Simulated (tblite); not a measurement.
A tight-binding relaxation on `C[Se][SiH2]CCN(C)C`.

Computed with GFN2-xTB geometry optimisation, gas phase (tblite 0.8.0). Start geometry: from a force field or distance geometry. A driver script takes a list of jobs; this job's settings line and coordinates (Å) are shown.

Command:
```bash
OMP_NUM_THREADS=1 python probes_run.py task.json out
```

Input:
```
{"job": {"kind": "relax", "xc": "GFN2-xTB", "basis": "xTB"}, "charge": 0, "multiplicity": 1}
C      3.441700    -0.742500     0.930400
Se     2.155100     0.345000     1.922100
Si     1.457100     1.420600     0.051300
C      0.619300     0.236600    -1.152400
C     -0.497600    -0.582700    -0.466600
N     -1.555300     0.300600     0.073700
C     -2.251700    -0.367900     1.177300
C     -2.515500     0.685900    -0.959900
H      4.128300    -0.087800     0.361400
H      2.888400    -1.414700     0.239900
H      4.020100    -1.356300     1.639600
H      2.590900     2.055900    -0.616200
H      0.476600     2.464900     0.442900
H      0.231700     0.799200    -2.012000
H      1.389700    -0.460500    -1.525500
H     -0.029300    -1.189500     0.343200
H     -0.918200    -1.300200    -1.205300
H     -3.051300     0.281000     1.589700
H     -1.545300    -0.572300     2.019200
H     -2.701700    -1.328200     0.850800
H     -3.042500    -0.204900    -1.377200
H     -3.283600     1.375100    -0.540500
H     -2.011700     1.233900    -1.775900
```

Output:
```
step      E/eV     max force
  0    -712.60694    1.317
  1    -712.69290    0.676
  2    -712.73509    0.444
  3    -712.74812    0.417
  4    -712.76791    0.196
  5    -712.77445    0.185
  6    -712.78318    0.156
  7    -712.78647    0.117
  8    -712.78871    0.093
  9    -712.79034    0.088
... (94 lines left out)
104    -712.88036    0.030
105    -712.88057    0.030
106    -712.88076    0.023
107    -712.88087    0.020
108    -712.88091    0.015
109    -712.88096    0.017
110    -712.88101    0.015
111    -712.88106    0.015
112    -712.88109    0.011
113    -712.88111    0.009
```

«max force» is the largest atomic force in eV/Å.

From which step on does the largest force stay under 0.1 eV/Å, and how much energy is left to gain from there?

From step 66 (0.087 eV/Å), 23.3 meV above the end.

Main results: energy lowered by 6.3 kcal/mol over 113 steps; largest atomic force 0.009 eV/Å at the end.

Time: 2.0 s wall. Hardware: Arm Neoverse N1, one thread, shared host with 64 logical CPUs at a one-minute load of 61.
Labels such as C1 count atoms from 1, the log's own numbers from 0.
